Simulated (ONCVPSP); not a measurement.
# Which change was made? (W, ONCV)

ONCVPSP 4.0.1 input, shortened (lines: element, Z, core and valence counts, functional; n l f; lmax; l rc ep ncon nbas qcut; lloc lpopt rc5 dvloc0; l nproj debl; icmod fcfact rcfact), PBE, scalar-relativistic:

```
  W 74.00   10    4        4      upf
    1    0    2.00
    2    0    2.00
    2    1    6.00
    3    0    2.00
    3    1    6.00
    3    2   10.00
    4    0    2.00
    4    1    6.00
    4    2   10.00
    4    3   14.00
    5    0    2.00
    5    1    6.00
    5    2    4.00
    6    0    1.00
    2
    0    1.45    0.00    4    9    7.10
    1    1.45    0.00    4    7    7.80
    2    2.15    0.00    4    9    6.10
    4    5    1.10    0.00
    0    3    1.20
    1    2    1.70
    2    1    2.40
    3    4.00    1.05
```

In the p channel the program set the typed energies aside and used -1.864, 0.250 Ha.

Cutoffs, loose and tight: the cutoffs (Ha) at which the residual kinetic energy of the hardest occupied pseudo-wave falls to 1 and 0.1 mHa per electron. They do not see the model core or the augmentation charge, which bear on the density cutoff. Test errors are all-electron minus pseudo excitation energies from the reference, over the configurations 5s2 5p6 5d4 6s2; 5s2 5p6 5d4 6s0; 5s2 5p6 5d3 6s0; 5s2 5p6 5d3 6s2; variants that change the core or the reference have their own tests.

The base gives: outcome: generated, projector energies reset by the program; cutoff, loose: 26 Ha; cutoff, tight: 32 Ha; bound ghosts: none; GHOST(+) flags above zero: s, p; largest test error (meV): +4.6.

(1) After one change the result is: outcome: generated, projector energies reset by the program; cutoff, loose: 26 Ha; cutoff, tight: 32 Ha; bound ghosts: none; GHOST(+) flags above zero: s, p; largest test error (meV): -41. Which change was it?
A. core correction Teter function, fcfact 4, rcfact 1.44
B. core correction Teter function, fcfact 4, rcfact 1.8
C. core correction Teter function, fcfact 4, rcfact 1.96
D. core correction Teter function, fcfact 4, rcfact 1.64

Answers

(1) D. The others give: core correction Teter function, fcfact 4, rcfact 1.44 → outcome: generated, projector energies reset by the program; cutoff, loose: 26 Ha; cutoff, tight: 32 Ha; bound ghosts: none; GHOST(+) flags above zero: s, p; largest test error (meV): -6.9 | core correction Teter function, fcfact 4, rcfact 1.8 → outcome: generated, projector energies reset by the program; cutoff, loose: 26 Ha; cutoff, tight: 32 Ha; bound ghosts: none; GHOST(+) flags above zero: s, p; largest test error (meV): -107 | core correction Teter function, fcfact 4, rcfact 1.96 → outcome: generated, projector energies reset by the program; cutoff, loose: 26 Ha; cutoff, tight: 32 Ha; bound ghosts: none; GHOST(+) flags above zero: s, p; largest test error (meV): -219.
